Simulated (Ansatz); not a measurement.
Isolated molecules relaxed with PBE0-D4/def2-TZVP in Ansatz; ΔE leaves out vibrations. CCSD(T)/CBS adds triple-zeta CCSD(T) − MP2 to the extrapolated MP2 energy (def2 sets, frozen cores). Functionals use def2-TZVPP. Each species was taken in one conformer, which may not be the lowest.

`C[N](C)[AlH][Cl]` + `CCC#N` → `CCCC#N` + `C[NH][AlH][Cl]`  (formal exchange of groups at a C–N bond)

`C[N](C)[AlH][Cl]`:

Cartesian coordinates in Å:
```
C -0.099 1.372 -0.244
N 0.012 -0.050 -0.024
C -0.286 -0.428 1.338
Al 0.457 -1.245 -1.241
Cl 0.868 -0.570 -3.187
H 0.593 1.931 0.402
H 0.132 1.623 -1.280
H -1.113 1.732 -0.025
H -0.194 -1.509 1.472
H -1.309 -0.142 1.620
H 0.397 0.057 2.049
H 0.543 -2.771 -0.879
```

`CCC#N`:

```xyz
9

C    -0.700    0.666    0.331
C     0.613    0.035   -0.124
C     0.463   -1.371   -0.467
N     0.325   -2.481   -0.734
H    -1.089    0.161    1.215
H    -0.540    1.717    0.576
H    -1.454    0.606   -0.455
H     1.372    0.112    0.659
H     1.010    0.555   -1.000
```

`CCCC#N`:

```xyz
12

C    -0.355   -1.037    1.174
C     0.367    0.094    0.466
C    -0.204    0.338   -0.932
C     0.471    1.418   -1.632
N     1.018    2.276   -2.167
H     0.060   -1.202    2.170
H    -0.267   -1.974    0.617
H    -1.420   -0.817    1.290
H     0.290    1.018    1.046
H     1.433   -0.130    0.379
H    -0.123   -0.568   -1.540
H    -1.270    0.582   -0.871
```

`C[NH][AlH][Cl]`:

Cartesian coordinates in Å:
```
C -0.846 -0.209 -0.950
N -0.035 -0.577 0.193
Al 1.070 0.405 1.144
Cl 1.295 2.421 0.599
H -0.588 -0.790 -1.843
H -1.916 -0.347 -0.757
H -0.691 0.844 -1.190
H -0.151 -1.548 0.446
H 1.862 -0.198 2.359
```

```json
{"level": "B97M-V", "ΔE (eV)": "-0.29"}
{"level": "ωB97X-V", "ΔE (eV)": "-0.29"}
{"level": "SCS-MP2/def2-TZVPP", "ΔE (eV)": "-0.29"}
{"level": "CCSD/def2-TZVPP", "ΔE (eV)": "-0.31"}
```

**Question.** What does CCSD(T)/CBS give? (Estimate.)

**Answer.** The calculation gave: -0.31 eV. The listed levels differ from it by 0.02, 0.02, 0.02, 0.00 eV.

Largest T1 diagnostic among the species: 0.012.

In def2-TZVPP, CCSD(T) changes the Hartree–Fock value by +0.05 eV (the triples alone add +0.01 eV) and MP2 by +0.04 eV. From BLYP to BHLYP (50 % exact exchange), in def2-TZVPP and without D4, ΔE moves by −0.03 eV.
